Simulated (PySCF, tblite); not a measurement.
Isomers of C4H11NO2Si3. Computed with GFN2-xTB (tblite): harmonic, unscaled wavenumbers at the GFN2-xTB geometry, gas phase. Errors from tens to a few hundred cm⁻¹ against measured bands are possible. Modes of hydrogen on silicon can be 10 to 20 % off. One conformer each.

Electronic energies: PBE0/pcSseg-1 single points on the GFN2-xTB geometries (PySCF, gas phase).

```tsv
SMILES	electronic energy, lowest = 0 (kJ/mol)
O=C(O)C#CC[SiH2]N([SiH3])[SiH3]	0.0
O=C(C#CCN([SiH3])[SiH3])[SiH2]O	101.0
O=C(O)C#C[SiH2]CN([SiH3])[SiH3]	94.7
```

Q: How do GFN2-xTB zero-point energies change the relative energies?

A: 
```csv
SMILES,ZPE (kJ/mol),of it from modes above 1550 cm⁻¹,electronic (kJ/mol),"with ZPE, lowest = 0 (kJ/mol)",lowest mode (cm⁻¹),rings
O=C(O)C#CC[SiH2]N([SiH3])[SiH3],342.3,188.5,0.0,0.0,14,0
O=C(O)C#C[SiH2]CN([SiH3])[SiH3],341.9,187.0,94.7,94.4,11,0
O=C(C#CCN([SiH3])[SiH3])[SiH2]O,339.8,188.0,101.0,98.6,12,0
```

The zero-point energies span 2.5 kJ/mol, from `O=C(C#CCN([SiH3])[SiH3])[SiH2]O` to `O=C(O)C#CC[SiH2]N([SiH3])[SiH3]`. The order is unchanged.

Q: And how do the electronic energies of GFN2-xTB itself compare?

A: `O=C(O)C#CC[SiH2]N([SiH3])[SiH3]` 0.0; `O=C(O)C#C[SiH2]CN([SiH3])[SiH3]` 93.6; `O=C(C#CCN([SiH3])[SiH3])[SiH2]O` 2.2 kJ/mol, lowest = 0. Against the energies above, taken from the same isomer `O=C(O)C#CC[SiH2]N([SiH3])[SiH3]`, the largest difference is 98.8 kJ/mol.
